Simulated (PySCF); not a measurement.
Gas-phase reaction: GeH2 + SiH4 ⇌ H3SiGeH3

Method: PySCF energies (xtb for GFN2) plus ideal-gas RRHO corrections (1 bar). † marks an energy on the PBE0/def2-TZVP geometry and frequencies; other levels use their own. 6-31G* has spherical d functions here. All species are closed-shell singlets. B3LYP is the form with VWN-RPA correlation. Ge: all electrons, no relativistic terms. GeH2: computed as isolated molecules; such fragments, hydroxides, amides, oligomers or adducts are transient or little studied in the gas. The harmonic model lacks anharmonicity and excited electronic states, which grow with temperature; levels with a mode under 35 cm⁻¹ are left out. Internal rotation in H3SiGeH3 is treated as a harmonic vibration of one conformer, which makes the entropy rough.

| level | ΔE electronic, kJ | ΔH°(298 K), kJ | ΔS°(298 K), J/K | ΔG°(600 K), kJ |
|---|---|---|---|---|
| B3LYP/6-31G* | -159 | -149 | -132 | -71 |
| BLYP/def2-TZVP† | -147 | -137 | -132 | -58 |
| GFN2-xTB | -60 | -48 | -122 | 25 |
| HF/def2-TZVP† | -151 | -141 | -132 | -62 |
| M06-2X/def2-TZVP† | -173 | -163 | -132 | -84 |
| PBE0/def2-SVP† | -197 | -187 | -132 | -109 |
| PBE0/def2-TZVP | -194 | -184 | -132 | -105 |
| ωB97M-V/def2-TZVP† | -176 | -166 | -132 | -87 |
ΔH° is lowest at PBE0/def2-SVP† and highest at GFN2-xTB. No reference value is set beside these.
